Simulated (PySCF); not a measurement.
# Unknowns

PySCF 2.14.0 with density-fitted response routines calculation with NMR shieldings at PBE0/pcSseg-1/GIAO and coordinates at the GFN2-xTB level; non-relativistic Hamiltonian, one computed conformer, equivalent nuclei averaged, in vacuum.

Scale: ¹H (σref 31.72), ¹³C (σref 186.93) vs TMS (reference shieldings calculated alike). Where no couplings were computed, multiplicities follow the n + 1 count of equivalent neighbours, and m marks all less simple cases (inequivalent or close neighbours, rings, F or P nearby). Shifts are as computed. Against solution values, carbons near 30 ppm lie about +3 ppm off and those near 130 ppm about +5 ppm; carbons on Cl a further +6 ppm. Of 1211 compounds with measured shifts, 218 miss one by over three times the rms of a fit or turn the order of signals round; such compounds aren't used in these exercises. Carbons bonded to Cl come out too deshielded.

Q: C₃H₇Cl₃O₂Si. ¹H NMR (500 MHz, computed): δ 4.60 (s, 1H), 4.02 (s, 6H). ¹³C{¹H} NMR (computed): δ 110.5 (C), 53.6 (CH3). Identify the compound.

A: SMILES CO[SiH](OC)C(Cl)(Cl)Cl. Rings plus π bonds: 0. 2 carbon signals for 3 carbons: some carbons are equivalent by symmetry or fast rotation. Carbon types of the structure: 1 × C, 2 × CH3, leaving 1 H on heteroatoms. δC 110.5: fully substituted sp3 carbon bonded to 3 Cl and Si; 3 electronegative neighbours deshield it. δC 53.6: methyl carbon bonded to O; the inductive effect lowers its shielding. δH 4.60: hydrogen on a silicon bonded to C, 2 O. δH 4.02: hydrogen on a methyl carbon bonded to O; its carbon carries O, an electronegative neighbour.

This is the structure that produced the data.

Q: C₈H₁₂N₂. ¹H NMR (600 MHz, computed): δ 7.18 (s, 1H), 3.12 (m, 1H), 2.29 (s, 3H), 2.12 (s, 3H), 1.43 (m, 2H), 0.73 (m, 2H). ¹³C{¹H} NMR (computed): δ 150.2 (C), 132.9 (CH), 119.3 (C), 34.0 (CH), 14.7 (CH3), 11.3 (CH3), 9.1 (CH2). Identify the compound.

A: `N1=C(C)C(C)=CN1C1CC1`. Rings plus π bonds: 4 (2 rings in the answer). 7 carbon signals for 8 carbons: some carbons are equivalent by symmetry or fast rotation. Carbon types of the structure: 2 × C, 2 × CH, 2 × CH2, 2 × CH3, which accounts for all hydrogens. δC 150.2: substituted aromatic carbon next to a ring nitrogen. δC 132.9: aromatic CH next to a ring nitrogen. δC 119.3: substituted aromatic carbon. δC 14.7, 11.3: methyl carbon on an aromatic ring; aliphatic region, no heteroatom directly attached.

This is the structure that produced the data.

Q: C₂H₄N₂Si. ¹H NMR (400 MHz, computed): δ 8.09 (s, 1H), 5.14 (s, 3H). ¹³C{¹H} NMR (computed): δ 150.1 (CH), 119.5 (C). Give a structure.

A: SMILES C(#N)/C=N/[SiH3]. The formula gives 3 degrees of unsaturation (no ring in the answer). 2 carbon signals for 2 carbons: no two carbons are equivalent. Carbon types of the structure: 1 × C, 1 × CH, leaving 3 H on heteroatoms. δC 150.1: C=N carbon. δC 119.5: nitrile carbon; this is the usual window of a C≡N carbon, which has no attached hydrogen. δH 8.09: hydrogen on a C=N carbon. δH 5.14: hydrogen on a silicon bonded to N.

The shifts were computed for this structure.
